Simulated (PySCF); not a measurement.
OPb, SMILES [O]=[Pb] (connectivity only; charge and spin as stated), neutral, multiplicity 1. Atoms are numbered in the order given.

```xyz
2

Pb     0.0000     0.0000    -0.1692
O      0.0000     0.0000     1.7343
```

Geometry optimised at PBE0-D3(BJ)/def2-TZVP. The def2 effective core potentials stand for the cores of Pb; spin–orbit coupling is left out.

The numbers are results of CAM-B3LYP/def2-TZVPD in PySCF, not measurements.

Isolated molecule, no solvent.

Problem. Estimate the frontier levels, gap, dipole moment and polarisability. (An estimate is asked for; the answer gives what the named calculation found.)

Solution. 
| Item | Value |
|---|---|
| highest occupied level | -8.70 eV |
| lowest empty level | -1.44 eV |
| orbital gap | 7.27 eV |
| dipole moment | 5.02 D |
| quadrupole, principal values (traceless, Buckingham form, about the centre of nuclear charge) | -12.68, 6.34, 6.34 D·Å |
| mean static polarisability | 42.6 bohr³ (6.31 Å³) |
| polarisability, principal values | 35.3, 35.3, 57.1 bohr³ |
